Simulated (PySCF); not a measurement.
Compound: C2H7NPSi (doublet state).
Structure used (GFN2-xTB), in Å, numbered top down from 1:
```
atom  x, y, z in Å
C1    -1.503   -1.400   -0.142
N2    -1.417   -0.599    0.848
C3    -0.877    0.565    1.021
Si4    0.617    1.234    0.094
P5     2.098   -0.442   -0.104
H6    -1.408   -1.081   -1.177
H7    -1.767   -2.426    0.052
H8    -1.311    1.150    1.821
H9     0.230    1.776   -1.222
H10    1.229    2.293    0.897
H11    1.322   -1.204   -0.957
H12    2.787    0.133   -1.157
```

The hyperfine couplings belong to this conformer and change with its torsions.

The species is `[CH2]/N=C\[SiH2]P` [radical].

The calculation used UKS B3LYP, pcH-1 on C H N P Si, non-relativistic, mean-field spin-orbit, GIAO in PySCF 2.14.0. The structure is a single GFN2-xTB conformer in the gas phase; no vibrational or solvent corrections. GFN2-xTB frequencies show an imaginary mode (46i cm⁻¹), so this geometry is no minimum at that level. A GFN2-xTB geometry isn't a minimum of the functional, and hyperfine couplings can be far from their values at a DFT geometry. The frame is twisted about the N2–C3 bond at this geometry (dihedral C1–N2–C3–Si4 = -28°); couplings at other torsion angles weren't computed. The SCF solution wasn't tested for stability.

Question: The isotropic 13C couplings are +57.0, +53.6 MHz. Assign them to C1; C3.

Answer: 
```json
{"site": "C1", "a_iso (MHz)": "+57.0", "ρ(0) (bohr⁻³)": "+0.0508", "position": "a main spin site", "distance from C3 (Å)": "2.37", "spin population": "+0.42", "largest |T| (MHz)": "68.2"}
{"site": "C3", "a_iso (MHz)": "+53.6", "ρ(0) (bohr⁻³)": "+0.0478", "position": "largest spin population", "distance from C3 (Å)": "0.00", "spin population": "+0.54", "largest |T| (MHz)": "85.4"}
```

ρ(0) is the spin density at the nucleus and T the dipolar tensor; a_iso includes a spin–orbit part; entries for several nuclei are means. The Mulliken spin populations are largest on C3 (+0.54) and C1 (+0.42). The angles at C3 add up to 359.9°, so it is planar. Main spin sites, with 60 % or more of the largest population: C1, C3; positions count bonds from the nearest.

Examples of negative spin density at the nucleus (bohr⁻³): Si4 (-0.0159), H8 (-0.0037) and H7 (-0.0034).

Means are taken over nuclei equivalent by connectivity, which assumes that they swap fast. H6 and H7 aren't averaged: C1 is flat or nearly so (angle sum 360°), and its turn about the short C1–N2 bond (1.28 Å) is taken as slow. The 1H value of +30.5 MHz is a mean of couplings from -2.8 to 63.8 MHz in this one geometry, not an average over conformers.

C1, the radical centre as drawn in `[CH2]/N=C\[SiH2]P`, holds a spin population of +0.42 out of 1.

Hardware: an Arm Neoverse V2 with one thread (shared host). Cost: 47 s (grids of density and orbitals included), 0.80 GiB resident at most.
